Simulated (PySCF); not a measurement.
**Circular dichroism: `F[C@H]1[CH2][GeH2][C@H](F)C1`, C4H8F2Ge**

Molfile (atoms numbered from 1):
```
C4H8F2Ge
     RDKit          3D

 15 15  0  0  0  0  0  0  0  0999 V2000
    0.1171    0.0861   -1.9417 F   0  0  0  0  0  0  0  0  0  0  0  0
    0.8569   -0.3918   -0.8610 C   0  0  1  0  0  0  0  0  0  0  0  0
    1.2205    0.8236   -0.0260 C   0  0  0  0  0  0  0  0  0  0  0  0
   -0.5940    1.3773    0.5506 Ge  0  0  0  0  0  4  0  0  0  0  0  0
   -1.2600   -0.5080    0.4053 C   0  0  2  0  0  0  0  0  0  0  0  0
   -1.6786   -0.9630    1.6474 F   0  0  0  0  0  0  0  0  0  0  0  0
   -0.0560   -1.3200   -0.0716 C   0  0  0  0  0  0  0  0  0  0  0  0
    1.7184   -0.9172   -1.2877 H   0  0  0  0  0  0  0  0  0  0  0  0
    1.8585    0.5316    0.8058 H   0  0  0  0  0  0  0  0  0  0  0  0
    1.7538    1.5517   -0.6318 H   0  0  0  0  0  0  0  0  0  0  0  0
   -0.6971    1.9148    1.9477 H   0  0  0  0  0  0  0  0  0  0  0  0
   -1.2579    2.3168   -0.4092 H   0  0  0  0  0  0  0  0  0  0  0  0
   -2.1158   -0.6325   -0.2619 H   0  0  0  0  0  0  0  0  0  0  0  0
   -0.3580   -2.1694   -0.6852 H   0  0  0  0  0  0  0  0  0  0  0  0
    0.4880   -1.6920    0.7975 H   0  0  0  0  0  0  0  0  0  0  0  0
  1  2  1  0
  2  3  1  0
  3  4  1  0
  4  5  1  0
  5  6  1  0
  5  7  1  0
  7  2  1  0
  2  8  1  6
  3  9  1  0
  3 10  1  0
  4 11  1  0
  4 12  1  0
  5 13  1  6
  7 14  1  0
  7 15  1  0
M  END
```

Computed with TDDFT B3LYP/def2-SVPD circular dichroism and optical rotation, one conformer, gas phase (PySCF 2.14.0). Geometry: GFN2-xTB.

The calculation is non-relativistic, which matters for the atoms heavier than Zn. States above about 7.7 eV (minus the energy of the highest occupied orbital) lie near or above the ionisation threshold and depend on the basis.

What are the CIP labels of the stereocentres?

C2 R, C5 S.

Which excitations and rotatory strengths does the calculation give?

Rotatory strengths R in 10⁻⁴⁰ esu² cm², velocity form and length form (origin at the centre of mass); f in length form.
```tsv
state	E (eV)	λ (nm)	f	R (velocity)	R (length)	main
1	6.90	180	0.050	-16.0	-15.4	HOMO→LUMO 0.88
2	7.04	176	0.002	+6.8	+7.0	HOMO→LUMO+1 0.93
3	7.50	165	0.040	-34.9	-34.5	HOMO→LUMO+3 0.59, HOMO→LUMO+2 0.30
4	7.66	162	0.048	+24.5	+23.7	HOMO→LUMO+2 0.53, HOMO→LUMO+3 0.34
5	7.80	159	0.065	+1.4	+0.9	HOMO−1→LUMO 0.76, HOMO→LUMO+2 0.10
6	8.01	155	0.055	-8.0	-7.7	HOMO→LUMO+4 0.64, HOMO−1→LUMO+1 0.25
7	8.07	154	0.065	+4.9	+6.6	HOMO−1→LUMO+1 0.68, HOMO→LUMO+4 0.27
8	8.19	151	0.003	+16.3	+16.2	HOMO−2→LUMO 0.80
```

Among the states computed, the strongest CD band (largest |R|) is state 3. The largest dissymmetry factor in size, g = 4R/(D+G), with D and G the electric and magnetic dipole strengths, is +0.062 for state 8 (velocity form, f = 0.003), among bands with |R| over 0.5. The mirror image has the same energies and oscillator strengths and all R with the opposite sign.
